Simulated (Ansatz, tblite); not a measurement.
Forces on the cluster NaPt3⁺ at its PBE0-D4/def2-SVP geometry. Charge 1, multiplicity 1.

In the def2 sets Pt takes a core potential; there is no spin–orbit coupling. The xTB rows come from tblite. The restricted singlet is unstable towards broken spin symmetry at other levels; at r2SCAN0-D4/def2-TZVP this wasn't settled. The geometry of the singlet was relaxed on an unsound state (restricted singlet, unstable towards broken spin symmetry at other levels and untested here). The structure comes from a short search, and lower isomers may exist.

GFN1-xTB (tblite), largest force 3.24 eV/Å:

```xyz
4
positions Å, forces eV/Å
Na    1.242   -1.433   -0.574    0.076   -0.088   -0.035
Pt    0.442    0.777    1.297   -1.962   -0.647   -2.490
Pt   -1.459   -0.486    0.337    2.341    2.211   -0.318
Pt   -0.224    1.143   -1.060   -0.455   -1.476    2.843
```

GFN2-xTB (tblite), largest force 0.80 eV/Å:

```
Na -0.186 0.215 0.086
Pt 0.537 0.094 0.585
Pt -0.518 -0.606 0.052
Pt 0.167 0.298 -0.723
```

r2SCAN0-D4/def2-TZVP (Ansatz), largest force 0.78 eV/Å:

```
Na -0.100 0.116 0.047
Pt -0.434 -0.202 -0.619
Pt 0.604 0.487 -0.095
Pt -0.070 -0.401 0.667
```
